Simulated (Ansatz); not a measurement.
Li9O5, relaxed as a doublet with UKS PBE-D4/def2-SVP in Ansatz, starting from the GFN2-xTB geometry. Force threshold 0.02 eV/Å.

The relaxation made no stability test and no search for a lower SCF solution. The structure comes from a short search, and lower isomers may exist.

Start:

Cartesian coordinates in Å:
```
Li 0.143 0.754 1.953
Li -0.810 -1.762 1.569
Li -0.687 0.793 -2.265
Li -2.185 1.023 0.617
Li 1.736 0.462 -1.075
Li 0.226 2.075 -0.076
Li 0.661 -2.005 -1.332
Li -0.421 -0.276 -0.193
Li 1.647 -0.868 0.952
O -1.350 -0.114 1.627
O 0.532 -0.413 -2.008
O 0.439 -2.013 0.390
O -1.269 1.480 -0.782
O 1.337 0.861 0.623
```

(1) Estimate the energy that the relaxation releases and the steps that it takes.

(2) Does the start keep its bonding and symmetry?

(3) Predict the relaxed structure.

## Answers

(1) 5.6 kcal/mol, in 5 steps; 18 s on 4 threads of Arm Neoverse V2 on a shared host. No frequencies were taken in this run, so the end may be a saddle point.

(2) By distances, no bond broke or formed. The bond that changes most is Li8–O14, from 2.25 to 2.07 Å (atoms count from 1). Point group C2v at the start, C4v at the end, both within 0.05 Å.

(3) 
Cartesian coordinates in Å:
```
Li 0.162 0.768 2.026
Li -0.917 -1.823 1.518
Li -0.784 0.726 -2.308
Li -2.280 0.972 0.572
Li 1.797 0.495 -1.117
Li 0.233 2.157 -0.066
Li 0.579 -2.069 -1.362
Li -0.256 -0.165 -0.119
Li 1.720 -0.898 0.973
O -1.364 -0.101 1.665
O 0.559 -0.417 -2.038
O 0.469 -2.057 0.419
O -1.281 1.534 -0.796
O 1.361 0.878 0.632
```
Bond lengths (bridged metal pairs left out): 21 × Li–O 1.78 to 2.10 Å.
